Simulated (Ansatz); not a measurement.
W₂S₄⁻, relaxed as a doublet with UKS PBE-D4/def2-SVPD in Ansatz, starting from the GFN1-xTB geometry. Force threshold 0.02 eV/Å.

In the def2 sets W takes a core potential; there is no spin–orbit coupling. The charge -1 doublet is spin-contaminated (final ⟨S²⟩ up to 1.39, 0.75 for a pure state). The relaxation made no stability test and no search for a lower SCF solution. No other spin state of charge -1 was run. Another isomer (doublet) lies 0.11 eV lower at PBE-D4/def2-TZVPD; other spin states weren't run for this one.

Start:

```xyz
6

W    -0.833    1.218    0.132
W     0.312   -1.429    0.238
S     0.371    0.235    1.839
S     2.024   -2.596   -0.430
S    -1.383   -0.643   -1.118
S    -0.492    3.216   -0.661
```

Problem. Estimate the energy that the relaxation releases and the steps that it takes.

Solution. 0.25 eV, in 9 steps; 49 s on 4 threads of Arm Neoverse V1 on a shared host. No frequencies were taken in this run, so the end may be a saddle point.

Problem. Does the start keep its bonding?

Solution. By distances, no bond broke or formed. The bond that changes most is W2–S5, from 2.31 to 2.34 Å (atoms count from 1).

Problem. Predict the relaxed structure.

Solution. 
```xyz
6

W    -0.910    1.072    0.222
W     0.169   -1.390    0.312
S     0.284    0.228    2.001
S     2.046   -2.002   -0.619
S    -1.559   -0.693   -1.108
S    -0.030    2.785   -0.809
```
Bond lengths (bridged metal pairs left out): 6 × S–W 2.18 to 2.34 Å.
